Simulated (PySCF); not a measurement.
C₅H₉NOS.
Cartesian coordinates in Å at the GFN2-xTB level; atoms count from 1:
```
atom  x, y, z in Å
C1     2.993   -0.147    0.459
N2     1.591    0.100    0.540
C3     0.857   -0.026   -0.475
C4    -0.595    0.177   -0.393
C5    -1.158    0.878    0.841
C6    -2.349   -0.045    1.060
S7    -1.557   -1.406    0.065
O8    -2.439   -1.770   -1.038
H9     3.236   -0.955    1.151
H10    3.518    0.747    0.799
H11    3.336   -0.413   -0.550
H12    1.246   -0.337   -1.457
H13   -1.022    0.522   -1.334
H14   -1.410    1.927    0.686
H15   -0.434    0.805    1.651
H16   -3.252    0.276    0.548
H17   -2.570   -0.321    2.086
```

A PySCF run (density fitting, gas phase, GFN2-xTB geometry) gave HOMO -6.61 eV, LUMO -0.83 eV, dipole 3.09 D.

Question: Which of these levels was it?
A. B3LYP/pcSseg-0
B. PBE0/STO-3G
C. PBE0/pcSseg-1
D. PBE0/pcSseg-0

Answer: C. It is PBE0/pcSseg-1. All candidates on this geometry:

```
                       level and settings           kind  basis functions  SCF cycles     E (Eh)  HOMO (eV)  LUMO (eV)  dipole (D)
B3LYP/pcSseg-0, energy threshold 1e-11 Eh  global hybrid               94          14  -722.7643      -6.12      -1.02        3.34
                              PBE0/STO-3G  global hybrid               53          15  -714.9573      -2.55       2.59        1.19
                            PBE0/pcSseg-0  global hybrid               94          15  -722.2127      -6.43      -0.88        3.46
 PBE0/pcSseg-1, energy threshold 1e-07 Eh  global hybrid              188           9  -723.4552      -6.61      -0.83        3.09
```

The nearest other candidate, by the summed differences of HOMO and LUMO, is PBE0/pcSseg-0: its HOMO differs by +0.18 eV and its LUMO by -0.05 eV. Cycle counts include a coarse-grid stage where the run had one.
